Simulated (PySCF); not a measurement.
Geometries of 2 isomers of Ge2H11NSi2, from PBE0-D3(BJ)/def2-SVP geometry optimisation, gas phase (PySCF 2.14.0). One conformer each, no zero-point energy, no frequencies.

Task: Which isomer lies lower at this level?
A.
```xyz
16
angstrom
Si    -1.753    1.585    0.127
N     -1.046    0.028   -0.243
Si    -1.715   -1.481    0.335
Ge     0.650    0.002   -1.028
Ge     2.346   -0.028    0.706
H     -1.682    2.475   -1.073
H     -3.177    1.384    0.529
H     -1.040    2.288    1.243
H     -1.065   -1.957    1.599
H     -3.174   -1.301    0.596
H     -1.507   -2.543   -0.697
H      0.752    1.279   -1.886
H      0.717   -1.252   -1.923
H      2.218    1.241    1.568
H      2.149   -1.260    1.608
H      3.760   -0.079    0.097
```
B.
```xyz
16
angstrom
Si    -1.971    0.671    1.094
N     -1.811    0.275   -0.594
Si    -0.519   -0.498   -1.476
Ge     1.160   -1.303    0.010
Ge     2.277    0.548    1.107
H     -3.380    0.435    1.534
H     -1.049   -0.213    1.866
H     -1.630    2.094    1.413
H     -2.574    0.608   -1.180
H      0.163    0.454   -2.415
H     -1.056   -1.613   -2.319
H      0.601   -2.289    1.053
H      2.201   -2.067   -0.835
H      2.959    0.098    2.411
H      3.346    1.132    0.165
H      1.268    1.664    1.443
```

Result: B. That is `[SiH3]N[SiH2][GeH2][GeH3]`, 4.2 kcal/mol below the other.

| SMILES | atoms numbered as above | E (Eh) | relative (kcal/mol) | relative (kJ/mol) | dipole (D) |
| --- | --- | --- | --- | --- | --- |
| [SiH3]N[SiH2][GeH2][GeH3] | [SiH3:1][NH:2][SiH2:3][GeH2:4][GeH3:5] | -4792.82495 | 0.0 | 0.0 | 1.08 |
| [SiH3][N]([SiH3])[GeH2][GeH3] | [SiH3:1][N:2]([SiH3:3])[GeH2:4][GeH3:5] | -4792.81818 | 4.2 | 17.8 | 0.67 |

As drawn, the lower has an N–H bond, which the higher lacks.
